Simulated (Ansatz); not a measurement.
This geometry of ClH3O3Sn + H2 (10 atoms, charge 0, multiplicity 1) is a first-order saddle point.

All numbers below come from RKS PBE-D4/def2-SVP (Ansatz 0.2.0).

```xyz
10
Properties=species:S:1:pos:R:3
Sn 0.205 0.253 -0.058
Cl -0.242 0.024 2.664
O 1.942 -0.268 -0.897
H 1.819 -1.182 -1.228
O -0.878 1.717 -0.877
H -1.681 1.293 -1.246
O -0.887 -1.411 -0.313
H -1.215 -1.683 0.568
H 1.127 1.512 1.071
H 0.683 1.060 1.890
```

(1) Which two structures does it join? (They come from a converged band through this point; their orientation in space is the band's.)

(2) How far does it lie above each of them?

## Answers

(1) Bonds broken: Sn1–Cl2, H9–H10. Bonds formed: Sn1–H9, Cl2–H10. ClH3O3Sn + H2 becomes ClH + H4O3Sn.

First end point:

```xyz
10
Properties=species:S:1:pos:R:3
Sn -0.037 -0.567 -0.096
Cl 0.333 -0.842 2.228
O 1.560 -1.243 -1.070
H 2.348 -1.123 -0.500
O -0.311 1.350 -0.569
H -1.208 1.622 -0.289
O -1.686 -1.531 -0.660
H -1.666 -2.438 -0.293
H 0.645 2.826 1.119
H 0.896 3.262 1.702
```

Last end point:

```xyz
10
Properties=species:S:1:pos:R:3
Sn 0.588 0.522 -0.126
Cl -0.710 0.767 3.164
O 1.660 -0.330 -1.588
H 1.560 -1.301 -1.523
O -0.982 1.396 -0.997
H -0.904 1.277 -1.965
O -0.221 -1.055 0.904
H -1.111 -1.230 0.534
H 1.532 1.521 0.884
H -0.539 -0.251 2.286
```

(2) 138.3 kJ/mol above the first and 109.6 kJ/mol above the second. This is the barrier of this one path; another mechanism may lie lower. The orbitals stay closed-shell, which can raise the energy where a bond breaks towards radicals; this wasn't checked here.

Run time: 3.4 min on 4 threads of Intel(R) Xeon(R) Platinum 8259CL CPU @ 2.50GHz (Skylake/Cascade Lake) (shared host), peak memory 0.2 GiB.
